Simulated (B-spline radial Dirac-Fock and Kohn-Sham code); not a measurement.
**X-ray form factors of holmium in several charge states**

These are calculated numbers from a radial finite-basis atomic code; the model is relativistic Hartree-Fock (Dirac-Fock) wave functions, averaged over the configuration.

Configurations: Ho¹⁰⁺ [Kr] 4d10 4f9 5s2; Ho¹¹⁺ [Kr] 4d10 4f8 5s2; Ho¹³⁺ [Kr] 4d10 4f6 5s2. The first column is f₀ of Ho¹⁰⁺, the others are differences from it.

```
s (Å⁻¹)   Ho¹⁰⁺  Δ Ho¹¹⁺  Δ Ho¹³⁺
      0  57.000   -1.000   -3.000
    0.1  55.868   -0.923   -2.791
    0.2  52.748   -0.726   -2.251
    0.3  48.320   -0.487   -1.579
    0.4  43.359   -0.276   -0.960
    0.5  38.475   -0.126   -0.492
    0.7  30.167   +0.014   -0.006
    0.9  24.237   +0.041   +0.120
    1.1  20.306   +0.031   +0.104
    1.4  16.754   +0.010   +0.041
```
